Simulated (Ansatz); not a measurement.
Tuning the range parameter of LC-ωPBE so that −HOMO meets the ionisation energy; basis def2-SVP, Ansatz. System: tetramethylammonium triiodophenyl difluorosulfonate ester (C₁₂H₁₄F₂I₃NO₅S). Charge 0, multiplicity 1. Geometry: PBE-D4/def2-SVP. The ionised state is a doublet.

Geometry of the singlet:

Cartesian coordinates in Å:
```
C 0.8432 -1.1405 -3.4545
N -0.3499 -0.2228 -3.3834
C -1.3087 -0.5322 -4.4881
C 0.1261 1.2019 -3.5140
C -1.0282 -0.4174 -2.0491
H 1.3733 -0.9574 -4.4067
H 1.4842 -0.9220 -2.5728
H 0.4834 -2.1852 -3.4104
H -1.6594 -1.5753 -4.3849
H -2.1687 0.1588 -4.4207
H -0.7987 -0.4015 -5.4601
H 0.9134 1.4044 -2.7524
H 0.5447 1.3306 -4.5291
H -0.7389 1.8738 -3.3709
H -0.2591 -0.3168 -1.2594
H -1.4614 -1.4340 -2.0262
H -1.8189 0.3434 -1.9315
O -0.9486 0.3148 1.1226
C 0.0392 0.9455 1.4148
O 0.6678 0.9072 2.6308
C 0.0990 0.1227 3.6154
C 0.5932 -1.1742 3.8597
I 2.1547 -1.9149 2.6587
C 0.0618 -1.9551 4.8986
C -0.9718 -1.4265 5.6853
I -1.7808 -2.5996 7.2551
C -1.4792 -0.1367 5.4663
C -0.9342 0.6301 4.4259
I -1.6551 2.5901 4.0962
C 0.8098 1.8600 0.4640
F 1.2712 2.9663 1.0804
F -0.0501 2.2420 -0.5304
S 2.2743 0.9165 -0.3513
O 1.6542 -0.4473 -0.5868
O 3.3534 0.9590 0.6556
O 2.4907 1.6837 -1.6236
H 0.4565 -2.9625 5.0835
H -2.2825 0.2711 6.0934
```

In the def2 sets I takes a core potential; there is no spin–orbit coupling. Single mean-field runs in def2-SVP are fitted with def2-universal-jkfit.

| ω (1/bohr) | HOMO (eV) | LUMO (eV) | vertical IE (eV) | HOMO + IE (eV) |
| --- | --- | --- | --- | --- |
| 0.1 | -6.55 | -1.05 | 7.46 | 0.90 |
| 0.15 | -7.18 | -0.55 | 7.72 | 0.54 |
| 0.2 | -7.74 | -0.16 | 8.00 | 0.26 |
| 0.3 | -8.62 | 0.35 | 8.48 | -0.14 |

Q: Where does the tuning condition hold?

A: Near ω = 0.27 bohr⁻¹, by linear interpolation.
